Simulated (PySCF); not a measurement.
Rows and methods have been separated. Pair them.

Species: C₄H₈BCl.
Numbering: `[BH2:1][CH2:2][C@@H:3]([Cl:4])[CH:5]=[CH2:6]` (hydrogens: H7, H8 on B1; H9, H10 on C2; H11 on C3; H12 on C5; H13, H14 on C6)

Geometry (PBE0-D3(BJ)/def2-SVP, Å), atoms numbered from 1 in this order:
```
atom  x, y, z in Å
B1    -1.9878    0.6627    1.0241
C2    -1.1695   -0.1510   -0.0231
C3     0.2958   -0.3829    0.2962
Cl4    1.0012   -1.5838   -0.8707
C5     1.1029    0.8712    0.2260
C6     1.7351    1.4140    1.2665
H7    -1.5851    0.8223    2.1543
H8    -3.0825    1.0844    0.7301
H9    -1.7055   -1.1255   -0.0473
H10   -1.2922    0.2416   -1.0472
H11    0.4045   -0.8460    1.2873
H12    1.1306    1.3581   -0.7564
H13    1.7236    0.9393    2.2527
H14    2.2869    2.3524    1.1705
```

The closed-shell ground state was solved 7 times with PySCF (density fitting, gas phase), always in the pcSseg-1 basis (149 functions), with these functionals: B3LYP, B97-2, BHandHLYP, CAM-B3LYP, PBE, mPW1PW91 and wB97X-D.

```csv
row,total energy (Eh),HOMO (eV),LUMO (eV),dipole (D)
P,-641.7505,-6.67,-2.62,1.55
Q,-642.1717,-7.61,-1.55,1.76
R,-642.0834,-8.85,-0.51,1.89
S,-642.1048,-9.19,-0.46,1.77
T,-642.2309,-7.61,-1.81,1.70
U,-642.1398,-9.74,0.34,1.86
V,-642.1783,-7.89,-1.57,1.78
```

Question: Which functional belongs to which row?

Answer: P = PBE, Q = B97-2, R = BHandHLYP, S = CAM-B3LYP, T = B3LYP, U = wB97X-D, V = mPW1PW91. By rising HOMO–LUMO gap: PBE (GGA) 4.05 eV; B3LYP (global hybrid, 20 % exact exchange) 5.80 eV; B97-2 (global hybrid, 21 % exact exchange) 6.06 eV; mPW1PW91 (global hybrid, 25 % exact exchange) 6.32 eV; BHandHLYP (global hybrid, 50 % exact exchange) 8.34 eV; CAM-B3LYP (range-separated hybrid) 8.73 eV; wB97X-D (range-separated hybrid) 10.08 eV. Total energies of different functionals aren't bounds to one another; each is stationary for its own functional.

One conformer stands for the species.

The pairwise dispersion term of wB97X-D wasn't added to the energies; at a given geometry it leaves orbitals and properties as they are.
